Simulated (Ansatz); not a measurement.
A nudged elastic band was laid between two geometries of ClH₃S₂Si (7 atoms, charge 0, multiplicity 1).

Method: Ansatz 0.2.0, UKS PBE0/cc-pVDZ.

```yaml
movable_images: 1
climbing_image: no
spring: 5.0 eV/Å²
optimiser: quadratic models (default)
start_path: through a guess of the saddle point
force_threshold: 0.05 eV/Å
iteration_limit: 60
end_points: relaxed
```

Image 0:

```xyz
7
Properties=species:S:1:pos:R:3
S -1.640 1.267 -0.818
S 0.201 0.503 -1.469
Si 0.919 -0.227 0.425
Cl -0.209 -1.854 1.075
H -2.345 0.109 -0.915
H 2.319 -0.691 0.182
H 0.817 0.824 1.474
```

Image 2:

```xyz
7
Properties=species:S:1:pos:R:3
S -2.000 1.556 -0.190
S -0.439 0.735 -1.176
Si 0.744 -0.233 0.443
Cl -0.432 -1.600 1.435
H -0.823 -0.483 -1.707
H 1.903 -0.948 -0.174
H 1.109 0.905 1.324
```

(1) What changes between the two ends?

(2) Give the energies along the band, and the barrier.

The band took 7 iterations and of the order of 40 core-seconds.

Results:

(1) Bonds broken: S1–H5. Bonds formed: S2–H5.

(2) It converged. The highest image is number 2 of 0 to 2, 143.3 kJ/mol above the first end and 0.0 kJ/mol above the last; the last end lies 143.3 kJ/mol above the first. The highest image is an end point: on this band no image between the ends rises above it. So few images can step over the top or miss a turn of the path. The orbitals stay closed-shell, which can raise the energy where a bond breaks towards radicals; this wasn't checked here.

| image | path coordinate (Å) | energy (kJ/mol) | S1–H5 (Å) | S2–H5 (Å) |
| --- | --- | --- | --- | --- |
| 0 | 0.00 | 0.0 | 1.36 | 2.64 |
| 1 | 1.36 | 73.8 | 1.40 | 2.11 |
| 2 | 2.73 | 143.3 | 2.80 | 1.38 |

Time of the run: 20 s on 2 threads of Intel(R) Xeon(R) 6975P-C (Granite Rapids), with other jobs on the host, peak memory 0.3 GiB.
